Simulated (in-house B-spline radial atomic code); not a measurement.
How numerical settings move a run on He, 1s2. Computed with an all-electron radial atomic-structure program (B-spline basis): scalar-relativistic (X2C) r2SCAN0, spin-polarised, spherical fractional occupations, Gaussian nucleus of rms radius 1.6755 fm.

Command:
```bash
python run_scf.py task.json out
```
Settings of the sound reference run:
```
Z                2
electrons        2
configuration    1s2
hamiltonian      x2c
method           r2scan0
spin_polarised   True
nucleus          gauss
rms_radius       1.6755
mass_number      4
atomic_mass      4.002603
speed_of_light   137.036
knot_spacing     0.22
spline_order     8
gauss_points     12
box_radius       50
max_iterations   70
damping          0.5
damped_steps     3
diis_vectors     10
tolerance        1e-08
start            Thomas-Fermi
```

Run time, properties included: 0.34 s on 1 thread of Arm Neoverse N1, on a shared host.

It converges in 7 iterations to -2.903600 hartree, with 1s up at -18.7702 eV. The other runs change the listed settings, some to values that make no sense; their results aren't properties of the atom or ion. Radii are in bohr (the nuclear one in fm), a minus after a letter asks for a j subshell, and «unchanged» means within 1e-8 hartree. The run stops when the residual is below 10 × tolerance × max(1, Z/10), or a noise floor if that is larger, and the energy moves by less than 1e-8 × √|E| hartree; so very loose and very tight tolerances often act alike.

```tsv
changed settings	outcome
spline_order = 6, max_iterations = 2, damped_steps = 8, start = bare nucleus	not converged after 2 iterations, last residual 3.6e-04, last energy +7.76e-06 hartree from the reference
knot_spacing = 0.3	converged in 7 iterations, energy -2.38e-07 hartree from the reference, 1s up level -3.3e-06 eV
spline_order = 10	converged in 7 iterations, energy -2.29e-07 hartree from the reference, 1s up level -3.4e-06 eV
box_radius = 25	converged in 7 iterations, energy -3.43e-07 hartree from the reference, 1s up level -4.4e-06 eV
knot_spacing = 0.55	converged in 7 iterations, energy -8.53e-08 hartree from the reference, 1s up level -7.9e-06 eV
spline_order = 7	converged in 7 iterations, energy -1.32e-07 hartree from the reference, 1s up level -2.1e-06 eV
box_radius = 10, first_knot = 0.05, max_iterations = 50	converged in 8 iterations, energy -3.07e-07 hartree from the reference, 1s up level -9.9e-07 eV
box_radius = 10	converged in 7 iterations, energy -2.61e-07 hartree from the reference, 1s up level -2.7e-06 eV
hamiltonian = dirac, method = hf, spin_polarised = False, speed_of_light = 1.000363	stopped with error: Z/c is past the critical charge
box_radius = 200	converged in 7 iterations, energy -2.74e-07 hartree from the reference, 1s up level -3.8e-06 eV
box_radius = 2	converged in 6 iterations, energy +3.03e-01 hartree from the reference, 1s up level +8.7e+00 eV (the program warns: 1s up reaches the box edge; 1s down reaches the box edge)
box_radius = 100	converged in 7 iterations, energy -2.99e-07 hartree from the reference, 1s up level -4.0e-06 eV
box_radius = 7.5	converged in 7 iterations, energy +1.15e-06 hartree from the reference, 1s up level +2.0e-04 eV (the program warns: 1s up reaches the box edge; 1s down reaches the box edge)
box_radius = 15	converged in 7 iterations, energy -3.32e-07 hartree from the reference, 1s up level -4.3e-06 eV
knot_spacing = 0.75	converged in 8 iterations, energy +9.30e-06 hartree from the reference, 1s up level -1.4e-04 eV
box_radius = 5	converged in 7 iterations, energy +3.86e-04 hartree from the reference, 1s up level +3.4e-02 eV (the program warns: 1s up reaches the box edge; 1s down reaches the box edge)
box_radius = 3	converged in 6 iterations, energy +3.25e-02 hartree from the reference, 1s up level +1.4e+00 eV (the program warns: 1s up reaches the box edge; 1s down reaches the box edge)
knot_spacing = 0.4	converged in 7 iterations, energy -2.96e-07 hartree from the reference, 1s up level -5.4e-06 eV
knot_spacing = 0.75, max_iterations = 5, damping = 0.2, diis_vectors = 4	not converged after 5 iterations, last residual 1.4e-05, last energy +9.30e-06 hartree from the reference
spline_order = 4	converged in 7 iterations, energy +6.61e-08 hartree from the reference, 1s up level -5.1e-06 eV
knot_spacing = 0.55, spline_order = 5, max_iterations = 75, damped_steps = 30, tolerance = 0.01	converged in 8 iterations, energy +2.76e-05 hartree from the reference, 1s up level -8.6e-04 eV
```

Task: What happens with electrons = 10, configuration = 1s2 3s2 3p6, max_iterations = 100?

Result: Converged in 13 iterations to -2.1186 hartree, a different physical problem (warning: 3s up has a positive eigenvalue: unbound, held by the box).

Task: What happens with knot_spacing = 0.1?

Result: Converged in 7 iterations, energy -4.25e-07 hartree from the reference, 1s up level -5.5e-06 eV.

Task: What happens with knot_spacing = 2?

Result: Not converged after 70 iterations, last residual 2.2e-01, last energy +4.74e+00 hartree from the reference.

Task: What happens with spline_order = 3?

Result: Converged in 7 iterations, energy +3.22e-05 hartree from the reference, 1s up level -9.0e-06 eV.
